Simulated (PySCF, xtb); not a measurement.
C3H8ClSi, SMILES [Si](Cl)(C)([CH2])C, multiplicity 2.

Geometry: TPSSh-D3(BJ)/def2-SVP. A frequency run showed that this geometry is not a minimum. The isomer is the one that the SMILES or the coordinates give; other isomers of the formula were not compared.

Calculation: C-PCM-PBE0/def2-SVP (PySCF 2.14.0).

The values are the electrostatic part of the solvation free energy, E(continuum) − E(gas) at the gas-phase geometry, in a cavity of scaled van der Waals radii (PySCF's table); cavitation and dispersion terms are not included. The dipole moment in vacuum is 2.21 D.

Computed values in water (ε = 78.36), n-hexane (ε = 1.88), 2-propanol (ε = 19.26):
```json
[
 {"solvent": "water", "ε": "78.36", "ΔG(elec) (kcal/mol)": "-2.7", "dipole (D)": "2.91"},
 {"solvent": "n-hexane", "ε": "1.88", "ΔG(elec) (kcal/mol)": "-1.2", "dipole (D)": "2.50"},
 {"solvent": "2-propanol", "ε": "19.26", "ΔG(elec) (kcal/mol)": "-2.6", "dipole (D)": "2.87"}
]
```

For comparison, GFN2-xTB/ALPB(water) (xtb, at the GFN2-xTB geometry, all terms of that model) gives -2.2 kcal/mol.
